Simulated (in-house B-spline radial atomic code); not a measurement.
Settings and results of a run for Al II (Al+). Level of theory: non-relativistic r2SCAN0, spin-polarised, spherical fractional occupations, point nucleus; calculated with a B-spline radial code for spherical atoms.

Command:
```bash
python run_scf.py task.json out
```
Settings:
```
Z                13
configuration    [Ne] 3s2
hamiltonian      nr
method           r2scan0
spin_polarised   True
```

Output (hartree, bohr):
```
 radial grid: 50 intervals, B-splines of order 8, outer radius 40.5882 bohr

 iter        energy (Eh)    residual
    1        -242.106563    2.52e-02
    2        -242.109057    1.39e-03
    3        -242.109082    6.14e-04
    4        -242.109085    3.29e-04
    5        -242.109086    2.89e-05
    6        -242.109086    1.74e-05
    7        -242.109086    9.81e-07
    8        -242.109086    9.45e-08

 total energy                      -242.10909
 kinetic                             241.7377
 electron-nucleus                   -574.6302
 Hartree                             109.1021
 exact exchange                       -4.4703
 exchange-correlation                -13.8483

 orbital      occ     eigenvalue          <r>       <r^2>       <1/r>       <r^4>     <1/r^3>       r_max
 1s up      1.000       -56.7758     0.120444   0.0195316     12.5805 0.000990939           -     0.07873
 1s down    1.000       -56.7758     0.120444   0.0195316     12.5805 0.000990939           -     0.07873
 2s up      1.000        -4.6061     0.623466    0.465103     2.34299    0.403105           -      0.4968
 2s down    1.000        -4.6061     0.623466    0.465103     2.34299    0.403105           -      0.4968
 2p up      3.000        -3.0894     0.601406    0.458307     2.20845    0.476796      35.382      0.4304
 2p down    3.000        -3.0894     0.601406    0.458307     2.20845    0.476796      35.382      0.4304
 3s up      1.000        -0.5814      2.39947     6.61755    0.552322     71.1416           -       2.026
 3s down    1.000        -0.5814      2.39947     6.61755    0.552322     71.1416           -       2.026

 Slater integrals (Eh)
   F0(2p up,2p up)               1.532838
   F2(2p up,2p up)               0.699902
   F0(2p up,2p down)             1.532838
   F2(2p up,2p down)             0.699902
   F0(2p up,3s up)               0.497156
   G1(2p up,3s up)               0.030259
   F0(2p up,3s down)             0.497156
   F0(2p down,2p down)           1.532838
   F2(2p down,2p down)           0.699902
   F0(2p down,3s up)             0.497156
   F0(2p down,3s down)           0.497156
   G1(2p down,3s down)           0.030259
   F0(3s up,3s up)               0.376004
   F0(3s up,3s down)             0.376004
   F0(3s down,3s down)           0.376004
```

Cost of the run: 0.23 s on 1 thread of Arm Neoverse V1, on a shared host.
